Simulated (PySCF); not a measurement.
Homolysis of single bonds, series SiH2(OH)-X. All species are isolated molecules in the gas phase. One relaxed conformer stands for each flexible species; it need not be the lowest. Strings in code marks are SMILES.

The four lowest singlet excitations (Tamm–Dancoff). These are PySCF with B3LYP-D3(BJ)/def2-TZVP // PBE0-D4/def2-TZVP values and carry that method's errors. B3LYP has the VWN-RPA correlation part, as in Gaussian. Excitations are Tamm–Dancoff values on a coarser integration grid. The basis has no diffuse functions, so Rydberg states are missing or too high.

```csv
state,energy (eV),wavelength (nm),oscillator strength
S1,7.71,161,0.005
S2,8.11,153,0.021
S3,8.14,152,0.025
S4,8.36,148,0.033
```

**Question.** Name which member gives these states.
A) `O[SiH2]O` (H–O–Si–O torsion -66°, O–Si–O–H torsion -66°)
B) `O[SiH2]Br` (H–O–Si–Br torsion 59°)
C) `O[SiH2][SiH3]` (H–O–Si–Si torsion 59°)
D) `C=C[SiH2]O` (C–C–Si–O torsion 6°, C–Si–O–H torsion 73°)

**Answer.** A, `O[SiH2]O` (H–O–Si–O torsion -66°, O–Si–O–H torsion -66°)
